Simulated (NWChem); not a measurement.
Molecule: C₂H₆B, doublet; SMILES C[B]C

```xyz
9

C     -1.4036     0.0082    -0.0990
B      0.0000     0.0000     0.5600
C      1.4036    -0.0082    -0.0990
H     -1.6787    -1.0631    -0.1812
H     -2.1952     0.4804     0.5014
H     -1.4205     0.4174    -1.1260
H      1.4205    -0.4174    -1.1260
H      2.1952    -0.4804     0.5014
H      1.6787     1.0631    -0.1812
```
Atoms are numbered in this order, from 1.

Results from NWChem. Pople sets run with spherical d functions. Spin-unrestricted. In the optimisation the excess spin sits in a (C2, its own frame). Coordinates come from a PBE0/def2-SVP, spin-unrestricted optimisation. No stability test was run on the SCF state. B3LYP is NWChem's, with the RPA form of VWN correlation.

### Question
Taking B3LYP/def2-TZVPD as the yardstick, which of these has the fewest basis functions while keeping “dipole (D)” within 0.1 D of it: B3LYP/6-311++G**; B3LYP/STO-3G; B3LYP/6-31G*; B3LYP/6-311G**; B3LYP/3-21G; B3LYP/6-31+G*?

### Answer
B3LYP/3-21G (a larger set in the list lies outside the tolerance).
```csv
level,basis functions,dipole (D),relative time (rough)
B3LYP/STO-3G,21,0.24,1
B3LYP/3-21G,39,0.95,1
B3LYP/6-31G*,54,0.80,3
B3LYP/6-31+G*,66,1.02,3
B3LYP/6-311G**,90,0.91,4
B3LYP/6-311++G**,108,1.01,7
B3LYP/def2-TZVPD,165,0.99,20
```

The yardstick is one finite set, not the basis-set limit.
